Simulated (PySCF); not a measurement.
Estimate the missing entries of this data sheet.

Si(NH2)2Cl2.
Bonds: Si1–N2, Si1–N5, Si1–Cl8, Si1–Cl9. Hydrogens: H3, H4 on N2; H6, H7 on N5.

```json
{"property": "point group", "level": "PBE0-D3(BJ)/def2-SVP", "value": "?"}
{"property": "rotational constants A, B, C", "level": "PBE0-D3(BJ)/def2-SVP", "value": "2.716, 1.937, 1.616 GHz"}
{"property": "dipole moment", "level": "PBE0/def2-SVPD", "value": "2.47 D"}
{"property": "HOMO energy", "level": "PBE0/def2-SVPD", "value": "?"}
{"property": "LUMO energy", "level": "PBE0/def2-SVPD", "value": "0.02 eV"}
{"property": "lowest singlet excitation", "level": "TDDFT PBE0/def2-SVPD", "value": "?"}
{"property": "strongest line among the 10 lowest singlet transitions", "level": "TDDFT PBE0/def2-SVPD", "value": "?"}
{"property": "lowest triplet excitation (Tamm–Dancoff)", "level": "TDA PBE0/def2-SVPD", "value": "?"}
{"property": "static isotropic polarisability", "level": "PBE0/def2-SVPD", "value": "68.0 au"}
{"property": "electronic spatial extent ⟨r²⟩ about the centre of nuclear charge", "level": "PBE0/def2-SVPD", "value": "?"}
{"property": "1H chemical shifts (computed TMS as zero) by class", "level": "GIAO B3LYP/pcSseg-1", "value": "1.11 (H3/H4/H6/H7) ppm"}
{"property": "isotropic shieldings of nuclei other than C and H, by class", "level": "GIAO B3LYP/pcSseg-1", "value": "218 (N2/N5), 354 (Si1), 833 (Cl8/Cl9) ppm"}
{"property": "core binding energies", "level": "ΔSCF SCAN, pcX-2 on the ionised atom, pcseg-1 elsewhere, spin-free X2C, 2p3/2 from a spin–orbit splitting computed afterwards within the 2p shell", "value": "?"}
```

Gas-phase values; electronic properties from PySCF, density fitting. Isolated species at its PBE0-D3(BJ)/def2-SVP geometry (one conformer only).

Question: What is the lowest singlet excitation?

Answer: 6.92 eV (179 nm, f = 0.026).

Question: Give the strongest line among the 10 lowest singlet transitions.

Answer: S10 at 8.52 eV (146 nm, f = 0.090).

Question: What is the point group?

Answer: C2.

Question: The lowest triplet excitation (Tamm–Dancoff)?

Answer: 6.60 eV.

Question: What are the core binding energies?

Answer: Si2p3/2 108.7 (Si1), Cl2p3/2 205.9 (Cl8/Cl9), N1s 405.3 (N2/N5), Si1s 1848.9 (Si1), Cl1s 2828.5 (Cl8/Cl9) eV.

Question: What is the HOMO energy?

Answer: -8.12 eV.

Question: What is the electronic spatial extent ⟨r²⟩ about the centre of nuclear charge?

Answer: 824 bohr².

In atomic units the dipole is 0.97 e·bohr (1 au = 2.5417 D). With B = h/(8π²I), that is 505.379 GHz u Å² over I, the principal moments of inertia are 186.1, 260.9 and 312.8 u Å² (most abundant isotopes); the inertial defect Ic − Ia − Ib is -134.2 u Å² (zero for a rigid planar frame, negative otherwise). Point group C2 permits a dipole; with 2.47 D the species has a pure rotational spectrum.
